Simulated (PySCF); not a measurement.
**Mo²⁺: ionisation energy**

Mo²⁺ [Kr] 4d4 (5D) → Mo³⁺ [Kr] 4d3 (4F), as a difference of total energies. All numbers are calculated (PySCF 2.14, the spin-free X2C one-electron Hamiltonian (Gaussian nucleus), in x2c-QZVPPall (13s8p7d3f2g, 111 functions)). Correlated levels: valence: [Kr] frozen; valence and next inner shell: [Ar] 3d10 frozen. The calculations carry no spin-orbit coupling.

```tsv
method	ionisation energy (eV)
UHF	26.051
LDA	27.677
PBE	27.435
PBE0	27.328
r2SCAN	27.208
wB97X	26.899
BLYP	27.139
PW91	27.495
MP2 (valence)	26.603
SCS-MP2 (valence)	26.235
MP2 (valence and next inner shell)	27.126
SCS-MP2 (valence and next inner shell)	26.779
```

Q: How much does correlation contribute at MP2 (valence and next inner shell)?

A: 27.126 − (26.051) = 1.075 eV, measured against UHF.

A first-order spin-orbit estimate (lowest level to lowest level, LS coupling) adds -0.071 eV.

Errors of the correlated levels include the incompleteness of this basis and the frozen core.

For comparison: 27.13 ± 0.12 eV (semi-empirical (NIST evaluation); NIST Atomic Spectra Database, ionization energies).
